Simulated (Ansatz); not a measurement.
A run for Ansatz (a program for electronic structure): R-CCSD(T)/cc-pV(T+d)Z on H2 (SMILES [H][H]). The basis file is the Basis Set Exchange's JSON of that set.

Ansatz 0.2 input:
```yaml
crystal:
  periodic: [false, false, false]
  atoms:
    - {symbol: H, position_ang: [0.00000000, 0.00000000, 0.37198582]}
    - {symbol: H, position_ang: [-0.00000000, -0.00000000, -0.37198582]}
basis:
  gaussian:
    orbitals: cc-pV_T+d_Z.json
magnetization: {spin_polarized: false}
correlation: {method: ccsd_t, electrons: outside_noble_gas}
scf: {lower_state_search: off}
```

The log:

```
WARN ansatz: RAYON_NUM_THREADS=4 ignored (pool sized by the plan → 4); use --threads N
Functional definition: HF
these checks for a lower state are left out or cut short: stability, starts, cluster_reference, orbital_swaps, neighbouring_geometries, increment
integrals: 0.00 GiB planned
145 factors; integrals over basis functions are off by at most 7.3e-4 eV
mean field: 0.04 GiB planned
mean field evaluation 1: about -30.7506 eV, gradient 3.7e0 eV
mean field evaluation 2: about -30.7488 eV, gradient 3.6e0 eV
mean field evaluation 4: about -30.8286 eV, gradient 5.9e-2 eV
mean field evaluation 8: about -30.8285 eV, gradient 1.8e-7 eV
mean field -30.82847869 eV, -1.1329256957 hartree, gradient 4.3e-7 eV, S^2 0.000000; 0 other end points of the search recorded, 0 dependent functions left out
reference -30.82847869 eV, -1.1329256957 hartree; 1, 1 occupied and 27, 27 virtual orbitals, 145 factors
second order -0.86234553 eV of doubles, -0.00000000 eV of singles
coupled cluster: 0.05 GiB planned
cycle   1  -1.00683440 eV  change   -1.4e-1 eV  update   2.6e-2
cycle   2  -1.07129108 eV  change   -6.4e-2 eV  update   9.0e-3
cycle   3  -1.07248179 eV  change   -1.2e-3 eV  update   1.1e-3
cycle   4  -1.07243558 eV  change    4.6e-5 eV  update   1.4e-4
cycle   5  -1.07239043 eV  change    4.5e-5 eV  update   1.6e-5
cycle   6  -1.07239780 eV  change   -7.4e-6 eV  update   2.7e-6
cycle   7  -1.07239706 eV  change    7.3e-7 eV  update   4.1e-7
perturbative correction 0.00000000 eV, 0.0000000000 hartree
Total energy: -31.90087576 eV, -1.1723355608 hartree
Checks for a lower state left out: stability, starts, cluster_reference, orbital_swaps, neighbouring_geometries, increment
```

The run converged.

Cost: about 0.13 core-seconds (a rough figure).
